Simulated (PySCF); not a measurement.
## Which enantiomer?

The calculation used PySCF 2.14.0, TDDFT CAM-B3LYP/def2-SVPD circular dichroism and optical rotation, one conformer, gas phase. Geometry: GFN2-xTB.

The calculation is non-relativistic, which matters for the atoms heavier than Zn.

Values for one enantiomer of C3H6F2Ge, R in 10⁻⁴⁰ esu² cm² (velocity form):
```tsv
λ (nm)	f	R
198	0.004	+6.8
177	0.016	-52.6
172	0.065	+2.0
167	0.044	+39.6
165	0.019	+29.1
163	0.053	+17.4
151	0.009	-16.5
148	0.131	-32.1
148	0.158	+24.0
147	0.010	+13.0
145	0.152	-6.5
138	0.061	-46.1
137	0.045	-9.3
136	0.073	-39.6
135	0.119	+61.5
134	0.026	+33.5
```

[α] at 589.3 nm: +29 deg dm⁻¹ (g/mL)⁻¹ (origin-invariant length gauge).

Question: Which structure gives these signs?
A. F[C@@H]1C[CH2][Ge@@H]1[F]
B. F[C@H]1C[CH2][Ge@H]1[F]

Answer: A. Its CIP labels in SMILES order are S, S; the other enantiomer gives every sign reversed.

The signs above follow by mirror symmetry from the run on the other enantiomer. Geometry of F[C@H]1C[CH2][Ge@H]1[F] as run:
```xyz
12

F    -0.592   -2.216    0.566
C    -0.465   -1.110   -0.228
C    -1.002    0.176    0.416
C    -0.015    1.251   -0.074
Ge    1.353   -0.192   -0.420
F     2.316   -0.426    1.038
H    -0.946   -1.351   -1.180
H    -2.040    0.387    0.161
H    -0.927    0.063    1.497
H     0.203    2.023    0.659
H    -0.353    1.727   -0.991
H     2.469   -0.334   -1.470
```
